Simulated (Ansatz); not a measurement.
One change: `C[SiH2][SiH2][AlH2]` becomes `C[SiH2][SiH2][SeH]`.

Ansatz, PBE0-D4/def2-TZVP geometries, multiplicity 1. Each molecule was computed in one conformer, which needn't be the lowest.

Scalar relativity is left out up to krypton. Spin–orbit coupling is left out; it splits and shifts lone-pair levels of the heavy atoms by tenths of an eV.

| property | `C[SiH2][SiH2][AlH2]` |
| --- | --- |
| HOMO–LUMO gap (PBE/def2-TZVPP) / eV | 3.43 |
| LUMO energy (ωB97M-V/def2-TZVPP) / eV | -0.48 |
| size of the dipole moment (ωB97M-V/def2-TZVPP) / D | 0.69 |
| HOMO energy (ωB97M-V/def2-TZVPP) / eV | -9.20 |
| HOMO energy (PBE/def2-TZVPP) / eV | -6.26 |
| HOMO–LUMO gap (ωB97M-V/def2-TZVPP) / eV | 8.72 |

(1) Give the same properties after the change, and the shifts. (Best estimate.)

Results:

(1) The calculation gave: 
```
                                          property  `C[SiH2][SiH2][SeH]`  shift
               HOMO–LUMO gap (PBE/def2-TZVPP) / eV                  4.55   1.12
             LUMO energy (ωB97M-V/def2-TZVPP) / eV                  1.33   1.81
size of the dipole moment (ωB97M-V/def2-TZVPP) / D                  1.26   0.57
             HOMO energy (ωB97M-V/def2-TZVPP) / eV                 -8.98   0.22
                 HOMO energy (PBE/def2-TZVPP) / eV                 -5.77   0.49
           HOMO–LUMO gap (ωB97M-V/def2-TZVPP) / eV                 10.31   1.59
```

With PBE0 the HOMO rises by 0.39 eV and the LUMO rises by 1.69 eV, so the gap widens by about 1.30 eV. PBE moves the HOMO by 0.49 eV and ωB97M-V by 0.22 eV. Dipoles are sizes alone; their direction can turn.
